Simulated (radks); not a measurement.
The numbers below are computed, except where a source is named.
Question: These are the eigenvalues of the occupied orbitals of an atom or ion with whole-number occupations (eV). Code: a radial shooting solver on a logarithmic mesh with Libxc functionals. Model: Dirac Kohn-Sham, LDA (Slater exchange, Perdew-Wang correlation), spin-unpolarised, spherical densities, finite nucleus; Fermi nuclear charge, rms radius of each element as measured or else 0.836 A^(1/3) + 0.57 fm.

orbital  eigenvalue
1s1/2     -3937.424
2s1/2     -413.0398
2p1/2     -336.9559
2p3/2     -333.2792
3s1/2      -46.8268
3p1/2      -28.2416
3p3/2      -27.8525
4s1/2       -3.8641

Which element is it, and in what charge state? The configuration may be excited. Open shells, if any, fill j = l - 1/2 first.

Answer: Z = 20, calcium, charge 0: Ca in [Ar] 4s2. The list shows which subshells hold electrons but not how many an open one holds; the 1s level, -144.7 hartree, gives Z - s = 17.0 by -(Z - s)^2/2, which with screening and relativity narrows Z to a few neighbours, and the depths of the outer levels then fix element, charge and occupations together.
